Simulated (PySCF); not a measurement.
Species: 3-iodothiophene, C4H3IS.
Numbering: `[I:1][c:2]1[cH:3][cH:4][s:5][cH:6]1` (hydrogens: H7 on C3; H8 on C4; H9 on C6)

Computed with PySCF 2.14.0, PBE0-D3(BJ)/def2-SVP geometry optimisation, gas phase, def2 core potentials past Kr.

(1) Give the optimised bond lengths and angles.

Answers

(1) 
```csv
bond,length (bohr)
I1–C2,3.944
C2–C3,2.694
C3–C4,2.586
C4–S5,3.244
S5–C6,3.245
C2–C6,2.589
C3–H7,2.060
C4–H8,2.059
C6–H9,2.057
```

A selection of angles:
```csv
angle,degrees
I1–C2–C3,123.2
I1–C2–C6,123.3
C3–C2–C6,113.5
C2–C3–C4,111.5
C2–C3–H7,124.2
C4–C3–H7,124.3
C3–C4–S5,112.0
C3–C4–H8,127.8
S5–C4–H8,120.2
C4–S5–C6,92.2
S5–C6–H9,120.9
C2–C6–S5,110.8
C2–C6–H9,128.3
```

The 5-membered ring C2–C3–C4–S5–C6 has internal angles of 92.2° to 113.5° (sum 540°, against 540° for a flat polygon); it is planar, 0.00 Å rms from its mean plane, widest ring torsion 0°. S5 (thiophene-type sulfur) is bent (angle 92.2°). The 6 heavy atoms lie in one plane (0.000 Å rms). The C–C distances run from 1.369 Å (C3–C4, aromatic) to 1.425 Å (C2–C3, aromatic), a spread of 0.056 Å.

Point group: Cs (every atom within 0.08 Å of its image). No frequency check.
